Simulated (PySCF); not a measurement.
# Adding and removing an electron: HgC

PBE0; PySCF, scalar-relativistic core potentials, basis sets Hg def2-SVPD with ECP60, C def2-SVPD. Neutral (UKS): triplet (π ↑↑), Re = 2.179 Å, ωe = 362 cm⁻¹, De = 0.73 eV, HOMO -6.65 eV, LUMO -3.14 eV.

HgC⁺ (UKS): doublet (π ↑), Re = 2.172 Å, ωe = 405 cm⁻¹, De = 1.93 eV to Hg⁺ + C. The energies at the minima are -191.29829 hartree for HgC and -190.96915 for HgC⁺.

Q: Work out the adiabatic ionisation energy, without and with harmonic zero-point energies (1 hartree = 27.2114 eV, 1 eV = 8065.5 cm⁻¹), and the change of the bond length.

A: At PBE0: 0.32914 hartree = 8.956 eV between the minima; the zero-point term (405.0 − 362.0)/2 cm⁻¹ = +0.003 eV makes it 8.959 eV. Re changes by -0.7 pm against the neutral. The electron leaves a π orbital, and the small change of length marks it as nearly non-bonding.

HgC⁻ (UKS): quartet (σ ↑, π ↑↑), Re = 2.373 Å, ωe = 263 cm⁻¹. The energies at the minima are -191.29829 hartree for HgC and -191.34253 for HgC⁻.

Q: Work out the adiabatic electron affinity, without and with harmonic zero-point energies (1 hartree = 27.2114 eV, 1 eV = 8065.5 cm⁻¹), and the change of the bond length.

A: At PBE0: 0.04424 hartree = 1.204 eV between the minima; the zero-point term (362.0 − 263.0)/2 cm⁻¹ = +0.006 eV makes it 1.210 eV. Re changes by +19.4 pm against the neutral. The electron enters a σ orbital, and the longer bond of the ion fits an antibonding orbital, or a change in how ionic the bond is.

Spin–orbit coupling is left out, which matters for elements this heavy, above all for dissociation energies. For an ion De counts to the pair picked by the measured ionisation energies or electron affinities, which need not be the lowest pair at this level. The highest Kohn–Sham level is positive in this anion. Much of that is self-interaction error, but it also means that the finite basis helps to hold the extra electron. States were picked by a PBE0 search and need not be the measured ground states.
